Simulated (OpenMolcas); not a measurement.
# neutral tellurium: effect of the IPEA shift

```json
{
  "Program": "OpenMolcas 26.06",
  "Basis": "ANO-RCC-VQZP [8s7p5d3f2g]",
  "Scalar Hamiltonian": "DKH2, point nucleus",
  "Active space": "4 electrons in 3 orbitals (5p)",
  "State averaging": "2S+1 = 3 even, 3 roots; 2S+1 = 1 even, 6 roots",
  "Spin-orbit coupling": "state interaction with AMFI integrals over the reference wave functions, term energies averaged over their components"
}
```

Methods on the same reference wave functions:
A. CASSCF
B. SS-CASPT2, IPEA 0 Eh, imaginary shift 0.1 Eh (closed shells correlated: 4d 5s)
C. SS-CASPT2, IPEA 0.25 Eh, imaginary shift 0.1 Eh (closed shells correlated: 4d 5s)

Energies in cm-1 above 5s2 5p4 3P2, the measured ground level; measured values from NIST Handbook of Basic Atomic Spectroscopic Data.

```csv
Level,A,B,C,Measured
5s2 5p4 3P2,0.0,0.0,0.0,0.0
5s2 5p4 3P1,4216,4320,4340,4751
5s2 5p4 3P0,4777,4560,4590,4706
5s2 5p4 1D2,12377,10690,10380,10558
5s2 5p4 1S0,27092,22950,23040,23198
```

Deviations, from unrounded energies. A percentage is the sum of absolute deviations over the sum of measured energies, with the sign that they share, or ± where signs differ.

```
                        Against measurement  Levels      A     B     C
             mean absolute deviation (cm-1)       4   1600   240   220
      fine structure of the ground term (%)       2   ±6.4  -6.2  -5.6
other terms of the ground configuration (%)       2  +16.9  ±1.1  -1.0
```

C lies closest to measurement on these levels and A furthest from it. The largest miss of C in the table is 5s2 5p4 3P1, by -410 cm-1. The ranking rests on the paired levels alone, and a cruder setting can come out closer through cancelling errors.

Between B and C the level of the table that moves most is 5s2 5p4 1D2, by 310 cm-1 (lowest in C, highest in B). Moves below CASPT2's spread within the term are not significant.

The mean deviations of B to C differ by less than CASPT2's widest spread within a term (190 cm-1), so their order carries little weight.

From A to B the spin-free energies of the other terms of 5s2 5p4 shown, above 3P, scale by factors of 0.80 to 0.81.

The lowest spin-free term lies below A's lowest term by 0.598 hartree in B, 0.588 hartree in C.

Term energies are means over components that CASPT2 splits; among the terms shown or strongly mixed into the levels shown the widest spread is 190 cm-1 (5s2 5p4 1D, C). With the s shell closed, the reference lacks s² → p² mixing. Computed and measured levels are paired by configuration, term and J; levels that our copy of the source lacks, or whose pairing is in doubt (as where it misses far off the trend of its configuration), stay unpaired and out of the deviations. Levels of configurations outside the active space are missing.
